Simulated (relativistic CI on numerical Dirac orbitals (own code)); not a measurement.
# Electric-dipole lines of Pm32+

Computed by Dirac-Coulomb-Breit CI, KLI orbitals optimised for each configuration, a model potential for QED, unscaled Slater integrals (own radial code, finite nucleus).

Configuration list (outside the closed core [Ar]): 3d10.4s, 3d10.4p, 3d10.4d, 3d10.4f, 3d10.5s, 3d10.5p, 3d10.5d, 3d10.5f, 3d10.5g, 3d10.6s, 3d10.6p, 3d10.6d, 3d9.4s2, 3d10.6f, 3d10.7s, 3d9.4s.4p, 3d10.8s, 3d9.4s.4d, 3d9.4s.4f, 3d9.4s.5s, 3d9.4s.5p, 3d9.4s.5d, 3d9.4s.5f. Double excitations out of closed p, d and f shells are left out; levels of such configurations are missing from the list, as are those of other unlisted configurations, and high levels can miss mixing partners.

```tsv
λ vac (Å)	Lower	Upper	A (s⁻¹)	log gf	S velocity/length
9.8772	3d10.4s 2S_1/2 [1]	3d9.4s.4f 2P°_3/2 [123]	1.38e+14	0.91	0.90
9.8830	3d10.4s 2S_1/2 [1]	3d9.4s.4f 2P°_1/2 [122]	1.41e+14	0.62	0.91
10.160	3d10.4s 2S_1/2 [1]	3d9.4s.4f 2D°_3/2 [107]	1.78e+13	0.04	0.90
10.167	3d10.4s 2S_1/2 [1]	3d9.4s.4f 4D°_1/2 [106]	1.69e+13	-0.28	0.90
18.565	3d10.4d 2D_3/2 [4]	3d10.6f 2F°_5/2 [23]	1.84e+12	-0.24	0.94
18.758	3d10.4d 2D_5/2 [5]	3d10.6f 2F°_7/2 [24]	1.97e+12	-0.08	0.94
23.221	3d10.4p 2P°_3/2 [3]	3d10.5d 2D_5/2 [12]	1.41e+12	-0.16	1.01
26.031	3d10.4d 2D_3/2 [4]	3d10.5f 2F°_5/2 [13]	2.55e+12	0.19	0.99
26.394	3d10.4d 2D_5/2 [5]	3d10.5f 2F°_7/2 [14]	2.78e+12	0.37	0.99
28.778	3d10.4p 2P°_3/2 [3]	3d10.5s 2S_1/2 [8]	1.93e+12	-0.32	1.00
32.943	3d10.4f 2F°_5/2 [6]	3d10.5g 2G_7/2 [15]	5.57e+12	0.86	0.99
33.036	3d10.4f 2F°_7/2 [7]	3d10.5g 2G_9/2 [16]	5.76e+12	0.97	0.99
50.399	3d10.5d 2D_3/2 [11]	3d10.6f 2F°_5/2 [23]	5.39e+11	0.09	0.99
51.019	3d10.5d 2D_5/2 [12]	3d10.6f 2F°_7/2 [24]	5.97e+11	0.27	0.99
66.941	3d10.5d 2D_5/2 [12]	3d10.6p 2P°_3/2 [19]	3.68e+11	-0.01	1.00
84.789	3d9.4s.4p 4F°_5/2 [32]	3d9.4s.4d 4G_7/2 [73]	2.61e+11	0.35	0.95
85.065	3d9.4s.4p 4F°_7/2 [28]	3d9.4s.4d 4G_9/2 [54]	2.73e+11	0.47	0.95
85.807	3d10.4p 2P°_1/2 [2]	3d10.4d 2D_3/2 [4]	2.89e+11	0.11	1.00
100.38	3d10.4d 2D_3/2 [4]	3d10.4f 2F°_5/2 [6]	1.79e+11	0.21	1.02
100.78	3d9.4s.4d 4G_9/2 [54]	3d9.4s.4f 4H°_11/2 [89]	1.64e+11	0.48	1.00
102.59	3d9.4s.4p 4D°_7/2 [38]	3d9.4s.4d 4F_9/2 [63]	1.61e+11	0.40	0.92
103.05	3d9.4s.4p 2F°_7/2 [44]	3d9.4s.4d 2G_9/2 [77]	2.02e+11	0.51	0.92
103.12	3d9.4s.4p 4F°_9/2 [35]	3d9.4s.4d 4G_11/2 [59]	2.02e+11	0.59	0.92
104.75	3d9.4s.4d 4G_11/2 [59]	3d9.4s.4f 4H°_13/2 [88]	1.64e+11	0.58	1.00
105.53	3d10.4d 2D_5/2 [5]	3d10.4f 2F°_7/2 [7]	1.66e+11	0.35	1.02
106.89	3d10.4p 2P°_3/2 [3]	3d10.4d 2D_5/2 [5]	1.86e+11	0.28	1.00
110.83	3d9.4s2 2D_5/2 [22]	3d9.4s.4p 2D°_5/2 [42]	2.28e+11	0.40	0.81
111.12	3d9.4s2 2D_3/2 [25]	3d9.4s.4p 2D°_3/2 [49]	2.28e+11	0.23	0.81
111.27	3d9.4s.4p 2F°_7/2 [40]	3d9.4s.4d 2G_9/2 [65]	1.54e+11	0.46	1.09
113.37	3d9.4s2 2D_3/2 [25]	3d9.4s.4p 2F°_5/2 [48]	2.12e+11	0.39	0.82
113.61	3d9.4s2 2D_5/2 [22]	3d9.4s.4p 2P°_3/2 [41]	2.06e+11	0.20	0.80
113.82	3d9.4s2 2D_5/2 [22]	3d9.4s.4p 2F°_7/2 [40]	2.11e+11	0.51	0.82
119.82	3d10.4s 2S_1/2 [1]	3d10.4p 2P°_3/2 [3]	1.06e+11	-0.04	0.70
184.31	3d10.5p 2P°_1/2 [9]	3d10.5d 2D_3/2 [11]	8.56e+10	0.24	1.00
227.65	3d10.5d 2D_3/2 [11]	3d10.5f 2F°_5/2 [13]	5.37e+10	0.40	1.00
228.31	3d10.5p 2P°_3/2 [10]	3d10.5d 2D_5/2 [12]	5.59e+10	0.42	1.00
239.32	3d10.5d 2D_5/2 [12]	3d10.5f 2F°_7/2 [14]	4.97e+10	0.53	1.00
254.10	3d10.5s 2S_1/2 [8]	3d10.5p 2P°_3/2 [10]	3.22e+10	0.10	1.00
336.60	3d10.6p 2P°_1/2 [18]	3d10.6d 2D_3/2 [20]	3.22e+10	0.34	1.00
415.70	3d10.6p 2P°_3/2 [19]	3d10.6d 2D_5/2 [21]	2.12e+10	0.52	1.00
421.59	3d10.6d 2D_3/2 [20]	3d10.6f 2F°_5/2 [23]	2.05e+10	0.51	1.00
443.13	3d10.6d 2D_5/2 [21]	3d10.6f 2F°_7/2 [24]	1.90e+10	0.65	1.00
463.11	3d10.6s 2S_1/2 [17]	3d10.6p 2P°_3/2 [19]	1.20e+10	0.19	1.00
525.78	3d10.5f 2F°_5/2 [13]	3d10.5g 2G_7/2 [15]	2.96e+09	-0.01	0.92
538.16	3d10.5f 2F°_7/2 [14]	3d10.5g 2G_9/2 [16]	2.87e+09	0.10	0.92
```

Terms are leading LS components. Brackets give the number of a level in order of energy, since labels repeat. The list gives strong lines, with weight on those to low levels, among the lowest 123 of 227 levels, so that lines to higher ones, which can be the strongest, are missing. Levels whose partners in the same complex of configurations lie outside the list can be far off, and so can their lines. Rates are taken at the computed energies, electric ones in the length gauge. A velocity-to-length ratio far from 1 marks an uncertain rate.

At this charge energies of transitions that change n are usually good to better than 1 %, and those within a shell (Δn = 0) to a few per cent.

LS names give the leading component of a level, which can be under half, so a name can repeat, a term be missing and a line seem to break the LS rules.
